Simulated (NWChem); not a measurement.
System: C$_{4}$H$_{7}$N; SMILES C=C=CNC

```xyz
12

C     -0.4344    -2.2223    -0.0227
C      0.2362    -1.0976     0.0232
C      0.9520     0.0127     0.0167
N      0.4812     1.3115    -0.0917
C     -0.9304     1.5537     0.0178
H     -0.6904    -2.7085    -0.9740
H     -0.7724    -2.7336     0.8886
H      2.0449    -0.0728     0.0624
H      1.0720     1.9973     0.3612
H     -1.3625     1.2317     0.9870
H     -1.1354     2.6245    -0.1212
H     -1.4643     1.0023    -0.7724
```
Atoms are numbered in this order, from 1.

All runs: NWChem. Structure relaxed at the PBE0/def2-SVP level.

### Question
What does the run give for TPSSh/def2-TZVP? Quantities: highest occupied level (eV); orbital gap (eV); dipole (D).

### Answer
The highest occupied level (eV) comes out as -5.06. The orbital gap (eV) comes out as 4.82 and the dipole (D) is 1.56.
